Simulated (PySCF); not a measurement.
System: H₂Be, singlet: symmetric bend, bond length relaxed. Scanned: H-Be-H angle. Other coordinates (Be-H bond length) were minimised at B3LYP/def2-TZVP.

The free coordinates were minimised at B3LYP/def2-TZVP in PySCF; the energy column is CCSD(T) on RHF/cc-pVTZ in PySCF, in eV.

```json
[
 {"a / °": "180", "Be-H bond length / Å": "1.330", "E": "0.000"},
 {"a / °": "170", "Be-H bond length / Å": "1.330", "E": "0.021"},
 {"a / °": "160", "Be-H bond length / Å": "1.331", "E": "0.084"},
 {"a / °": "150", "Be-H bond length / Å": "1.333", "E": "0.192"},
 {"a / °": "140", "Be-H bond length / Å": "1.335", "E": "0.346"},
 {"a / °": "130", "Be-H bond length / Å": "1.339", "E": "0.549"},
 {"a / °": "120", "Be-H bond length / Å": "1.343", "E": "0.805"},
 {"a / °": "110", "Be-H bond length / Å": "1.348", "E": "1.120"},
 {"a / °": "100", "Be-H bond length / Å": "1.354", "E": "1.502"},
 {"a / °": "90", "Be-H bond length / Å": "1.361", "E": "1.957"},
 {"a / °": "80", "Be-H bond length / Å": "1.368", "E": "2.496"},
 {"a / °": "70", "Be-H bond length / Å": "1.372", "E": "3.126"},
 {"a / °": "60", "Be-H bond length / Å": "1.375", "E": "3.838"}
]
```
